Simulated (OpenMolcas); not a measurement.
## Fe2+: effect of the metal basis

Fe2+ with its 8 nearest fluoride ions at 2.277 Å, on the Ca site of CaF2 (a = 5.46294 Å, distance in the model lattice 2.366 Å). The rest of the host is ab initio model potentials to 7.6 Å and point charges beyond; the distance is set by hand and nothing relaxes.

* Program: OpenMolcas
* Method: SS-CASPT2, IPEA 0.25 Eh, imaginary shift 0.1 Eh (closed shells correlated: 3s 3p and the ligand valence shells)
* Spin-orbit coupling: RASSI with atomic mean-field integrals over the reference wave functions

Fixed: ligand basis ANO-RCC-VDZP, active space 6 electrons in 5 orbitals (3d), DKH2 Hamiltonian.

States (labels of O, the rotations of Oh). Energies in cm-1 above the lowest state or level, χT in cm3 K/mol.

```tsv
Run	Metal basis	Ground state	First state of that spin	First gap with spin-orbit (degeneracies)	χT at 300 K	First state of another spin	Cost
A	ANO-RCC-VDZP	5E	5T2 4540	17 (1, 3)	3.357	3T1 18810	roughly 6 core-minutes
B	ANO-RCC-VTZP	5E	5T2 4430	16 (1, 3)	3.362	3T1 18300	roughly 11 core-minutes
```

Against A, the first state of the same spin changes by -2.4 % in B.

Costs are those of the CASPT2 steps.

Roots that are degenerate in the reference are averaged as groups; the widest CASPT2 spread within a group is 860 cm-1 (the 3-fold group of multiplicity 3 near 53600 cm-1 above the lowest state of its run, B). Shifts and gaps below about the spread of the groups concerned are not significant. Over all roots computed the reference weight is 0.68 to 0.70 in A, 0.68 to 0.70 in B; a low but even weight reflects the number of correlated electrons. An orbital doublet at a regular site is open to a Jahn-Teller distortion, which this geometry leaves out. A single d shell leaves out the double-shell effect, which counts most for late 3d ions, where the CASPT2 field can be off either way by tens of per cent. Ligand-to-metal charge-transfer states are missing. These CASPT2 states fit no ligand-field parameters well, so their order and spin gaps are uncertain. For late 3d ions with one d shell CASPT2 can put B and the spin-flip bands somewhat low as well as high. With one d shell and no ligand orbital active, 10Dq can be off by tens of per cent for divalent 3d ions, low with halides held by bare charges and at times high in hosts, and the orbital part of g and χT goes as 1/10Dq. Free-ion shares, where given, are those of the reference states; single-state CASPT2 does not remix them. No measured value stands beside these numbers; the geometry was set by hand and not optimised.
